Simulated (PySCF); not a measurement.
Species: C8H8Te.
Atom-mapped SMILES: `[CH2:1]=[CH:2][Te:3][c:4]1[cH:5][cH:6][cH:7][cH:8][cH:9]1` (hydrogens: H10, H11 on C1; H12 on C2; H13 on C5; H14 on C6; H15 on C7; H16 on C8; H17 on C9)

Method: PySCF 2.14.0, PBE0-D3(BJ)/def2-SVP geometry optimisation, gas phase, def2 core potentials past Kr.

Problem. List the bond lengths, angles and torsions at this level.

Solution. 
```tsv
bond	length (Å)
C1=C2	1.333
C2–Te3	2.110
Te3–C4	2.125
C4–C5, C4–C9	1.399
C5–C6, C8–C9	1.395
C6–C7, C7–C8	1.394
C1–H10	1.095
C1–H11	1.094
C2–H12	1.096
C5–H13, C9–H17	1.092
C6–H14, C8–H16	1.093
C7–H15	1.093
```

Bonds in one row agree within 0.01 Å and their mean is given. A selection of angles:
```tsv
angle	degrees
C1–C2–Te3	126.6
C2–Te3–C4	94.9
Te3–C4–C5	120.2
C5–C4–C9	119.8
C4–C5–C6	120.0
C5–C6–C7	120.2
C6–C7–C8	119.9
```

Dihedral angles: C1–C2–Te3–C4 0° (synperiplanar); C2–Te3–C4–C5 -89° (synclinal).

The 6-membered ring C4–C5–C6–C7–C8–C9 has internal angles of 119.8° to 120.2°; it is planar, 0.00 Å rms from its mean plane, widest ring torsion 0°. The C–C distances run from 1.333 Å (C1=C2, drawn double) to 1.399 Å (C4–C5, aromatic), a spread of 0.066 Å. Of the pairs four or more bonds apart, C4···H11 is among the closest relative to their van der Waals radii: 2.69 Å, 93 % of the sum of Bondi's values.

Point group: Cs (every atom within 0.08 Å of its image). PBE0-D3(BJ)/def2-SVP frequencies: not computed here. The numbers are those of one conformer.

Hardware: an Intel Xeon Platinum 8259CL at 2.50 GHz with one thread, shared host with 96 logical CPUs at a one-minute load of 72. Cost: 6.6 min of wall time, 0.78 GiB resident at most. This is the geometry optimisation.
